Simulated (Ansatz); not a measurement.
Ansatz (a first-principles code) input (B3LYP-D3(BJ)/def2-TZVP):

Ansatz 0.2 input:
```yaml
crystal:
  periodic: [false, false, false]
  atoms:
    - {symbol: Si, position_ang: [0.08746820, 0.33293972, -0.03558779]}
    - {symbol: Br, position_ang: [1.06150618, -0.34188795, -1.98228898]}
    - {symbol: Br, position_ang: [1.82863078, 0.29166739, 1.40318765]}
    - {symbol: O, position_ang: [-0.63795767, 1.66502528, -0.15656181]}
    - {symbol: O, position_ang: [-0.71426099, -1.02021767, 0.45588031]}
    - {symbol: H, position_ang: [-1.65275352, -0.95246350, 0.33898343]}
basis:
  gaussian:
    orbitals: def2-TZVP
hamiltonian:
  xc: b3lyp
  dispersion: d3bj
total_charge: -1
relax: {f_tol: 0.002, max_steps: 150}
```

End of the output:

```
integrals: 0.16 GiB planned
1433 factors; their error is unknown
mean field: 1.54 GiB planned
mean field evaluation 96: about -152091.9424 eV, gradient 2.3e-5 eV
mean field -152091.94243932 eV, -5589.2757930237 hartree, gradient 2.3e-5 eV, S^2 0.000000; 1 other end points of the search recorded, 0 dependent functions left out
the calculation of the forces begins
reference -152091.94268280 eV, -5589.2758019716 hartree; 51, 51 occupied and 150, 150 virtual orbitals, 1433 factors
Total energy: -152092.31160325 eV, -5589.2893595481 hartree
Atom 0 at     0.083538     0.308349    -0.070523 Å, force    -0.000119     0.000328    -0.000161 eV/Å
Atom 1 at     1.153987    -0.332962    -2.024465 Å, force    -0.000026    -0.000062    -0.000097 eV/Å
Atom 2 at     1.847156     0.294275     1.434394 Å, force    -0.000104     0.000072     0.000043 eV/Å
Atom 3 at    -0.708679     1.621163    -0.149783 Å, force     0.000280    -0.000167     0.000151 eV/Å
Atom 4 at    -0.740957    -1.079143     0.346230 Å, force     0.000145    -0.000117     0.000101 eV/Å
Atom 5 at    -1.662412    -0.836619     0.487761 Å, force    -0.000176    -0.000055    -0.000038 eV/Å
Dipole moment:     0.290258    -0.541447     0.040163 e Å
```

It need not be the lowest isomer of its formula. Whether it binds its extra electron was not tested at this geometry.
